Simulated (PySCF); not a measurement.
Compound: C2H3F5Ge.
Geometry (PBE0-D3(BJ)/def2-SVP, Å), atoms numbered from 1 in this order:
```
atom  x, y, z in Å
F1    -0.9207   -1.5172    1.0191
C2    -1.3171   -0.5760    0.1664
F3    -2.5293   -0.1725    0.5146
F4    -1.3776   -1.1097   -1.0508
C5    -0.3158    0.5829    0.1736
F6    -0.7775    1.5147   -0.6918
F7    -0.3353    1.1197    1.4155
Ge8    1.5685    0.1052   -0.3120
H9     1.5787   -0.4771   -1.7287
H10    2.3296    1.4327   -0.2453
H11    2.1018   -0.8999    0.7132
```

Computed with PySCF at CAM-B3LYP/def2-SVPD, non-relativistic, on one gas-phase PBE0-D3(BJ)/def2-SVP geometry that isn't relaxed in the solvent. The solvent is an IEF-PCM continuum (Bondi radii, 1.10 Å for H, scaled by 1.2). Only the electrostatic response of the medium enters. Spin–orbit coupling is left out although an atom past zinc is present.

Gas phase at CAM-B3LYP/def2-SVPD: HOMO -10.80 eV, LUMO 0.70 eV, dipole 2.38 D.

**Question.** What does the continuum do to the energy, the frontier levels and the dipole at CAM-B3LYP/def2-SVPD in chloroform and dimethylsulfoxide?

**Answer.** 
| solvent | ε | E(solvent) − E(gas) (kcal/mol) | polarisation term (kcal/mol) | distortion of the solute (kcal/mol) | HOMO (eV) | LUMO (eV) | dipole (D) |
| --- | --- | --- | --- | --- | --- | --- | --- |
| chloroform | 4.711 | -1.37 | -1.51 | 0.14 | -10.68 | 0.94 | 2.78 |
| dimethylsulfoxide | 46.83 | -1.88 | -2.15 | 0.27 | -10.66 | 0.99 | 2.93 |

Polarisation term: ½ Σ q·V over the induced surface charges. Distortion: the rise of the solute's own energy as its density leaves the gas-phase optimum. From chloroform to dimethylsulfoxide the lowering changes by a factor 1.38, Onsager's factor (ε − 1)/(2ε + 1) by 1.36 and ε itself by 9.9.

**Question.** Which radius a makes the point-dipole formula ΔE = −[(ε − 1)/(2ε + 1)]·μ²/a³ give the value in dimethylsulfoxide, with the gas-phase dipole?

**Answer.** μ = 0.935 au and |ΔE| = 0.00299 Eh give a = 2.76 Å; the farthest nucleus lies 2.75 Å from the centroid of the nuclei. The formula assumes a rigid point dipole at the centre of a sphere.

**Question.** Give the dipole vector in the frame of the coordinates (D, pointing from negative to positive charge), gas and dimethylsulfoxide.

**Answer.** Gas (2.27, -0.45, -0.56), solvent (2.79, -0.61, -0.70). Its length changes by +24 % and its direction by 1°.

**Question.** How does the static polarisability (CAM-B3LYP/def2-SVPD, frozen core, with the continuum's full static response) change?

**Answer.** 
| medium | isotropic (au) | principal values (au) | ⟨r²⟩ of the electrons (bohr²) |
| --- | --- | --- | --- |
| gas | 59.7 | 56.5, 56.9, 65.6 | 1243.9 |
| chloroform | 71.1 | 68.5, 68.8, 75.9 | 1243.7 |
| dimethylsulfoxide | 76.6 | 74.4, 75.3, 80.0 | 1243.7 |

The isotropic value in dimethylsulfoxide is 1.28 times the gas-phase one; no cavity-field correction is applied. ⟨r²⟩ is taken about the centre of nuclear charge.

The run took about 1.7 min of CPU time (one thread, shared machine). This is the whole response run at CAM-B3LYP/def2-SVPD in dimethylsulfoxide, SCF included.
